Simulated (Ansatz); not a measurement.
C$_{2}$H$_{7}$ClGe (`[CH3][GeH]([CH3])[Cl]`), relaxed with RKS PBE-D4/def2-SVP in Ansatz from a rough embedded geometry. The force threshold is 0.03 eV/Å; the program also tests the step.

Charge 0, multiplicity 1.

Start:

```xyz
11

C     1.526   -0.371    0.112
Ge   -0.026    0.406   -0.637
C    -1.482    0.096    0.563
Cl   -0.515   -0.554   -2.507
H     1.437   -1.483    0.223
H     1.826    0.075    1.091
H     2.419   -0.217   -0.576
H     0.160    1.897   -0.798
H    -1.641   -0.981    0.763
H    -1.281    0.574    1.587
H    -2.423    0.558    0.179
```

Q: By how much does the energy fall, and how many steps does the optimiser take? (An estimate is asked.)

A: The calculation gave: 0.20 eV, in 4 steps.

Q: Which bonds change most? (Estimate.)

A: The calculation gave: C1–Ge2 from 1.890 to 1.958 Å; Ge2–C3 from 1.912 to 1.958 Å; Ge2–H8 from 1.511 to 1.555 Å; Ge2–Cl4 from 2.158 to 2.198 Å.

Q: Give the relaxed structure. (An estimate is asked.)

A: The calculation gave: 
```xyz
11

C     1.622   -0.399    0.099
Ge   -0.024    0.428   -0.566
C    -1.553    0.106    0.613
Cl   -0.486   -0.523   -2.494
H     1.464   -1.485    0.243
H     1.908    0.056    1.069
H     2.447   -0.251   -0.624
H     0.167    1.940   -0.869
H    -1.691   -0.983    0.760
H    -1.377    0.583    1.599
H    -2.476    0.527    0.171
```
